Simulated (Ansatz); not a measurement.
The first iterations of a band of Cl₂FGaH₂O (7 atoms, charge 0, multiplicity 1).

These are results of Ansatz, RKS BHLYP/def2-SVP, not measurements.

```json
{
 "movable images": "5",
 "climbing image": "yes",
 "spring": "2.0 to 10.0 eV/Å², energy-weighted",
 "optimiser": "quadratic models (default)",
 "start path": "through a guess of the saddle point",
 "force threshold": "0.03 eV/Å",
 "iteration limit": "60",
 "end points": "relaxed"
}
```

First end point:

```xyz
7
Properties=species:S:1:pos:R:3
Ga 0.045 -0.093 0.027
Cl -0.146 0.362 2.149
Cl 1.882 0.377 -0.933
O -1.414 -0.333 -0.925
H -2.237 -0.345 -0.443
F 0.484 -2.113 0.750
H 0.451 -1.934 1.663
```

Last end point:

```xyz
7
Properties=species:S:1:pos:R:3
Ga 0.120 -0.504 -0.310
Cl 0.106 -0.044 2.382
Cl 1.868 0.512 -0.946
O -1.480 -0.007 -0.837
H -2.196 -0.597 -0.616
F 0.322 -2.128 0.337
H 0.325 -1.312 2.278
```

| iteration | highest image above the first end (eV) | largest band force component (eV/Å) |
| --- | --- | --- |
| 1 | 1.502 | 5.749 |
| 2 | 0.766 | 0.877 |
| 3 | 0.674 | 0.820 |

Does the band converge within its limit, and where does its top end?

The run converged. It ended after 10 iterations with the highest image 0.598 eV above the first end. Another band between the same ends (5 images) ends at a top of the same energy, where a vibrational analysis finds 1 clearly imaginary mode. The orbitals stay closed-shell, which can raise the energy where a bond breaks towards radicals; this wasn't checked here.

Time of the run: 3 min on 2 threads of Arm Neoverse V1, on a shared host, peak memory 0.27 GiB.
